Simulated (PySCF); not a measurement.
CH3FO3W, SMILES C[O][W](=[O])(=[O])[F], multiplicity 1. Heavy atoms are numbered as in [W:1](=[O:2])(=[O:3])([F:4])[O:5][CH3:6]. Hydrogens are named by the atom that carries them.

Coordinates come from a B3LYP-D3(BJ)/def2-SVP optimisation. The spin state was assumed, not searched. The structure was generated by enumeration; whether it is a known compound was not checked. The def2 effective core potentials stand for the cores of W; spin–orbit coupling is left out. The values are those of a single conformer.

All values below come from PBE/def2-TZVP run with PySCF.

ESP charges are fitted to the potential on shells at 1.4 to 2.0 van der Waals radii. Atomic charges (e), one atom of each kind:

| atom | Mulliken | ESP fit | Löwdin |
|---|---|---|---|
| W1 | 1.40 | 1.36 | 0.80 |
| O2 | -0.44 | -0.46 | -0.27 |
| F4 | -0.35 | -0.30 | -0.21 |
| O5 | -0.41 | -0.30 | -0.05 |
| C6 (CH3) | -0.19 | -0.28 | -0.35 |
| H on C6 | 0.14 | 0.16 | 0.12 |
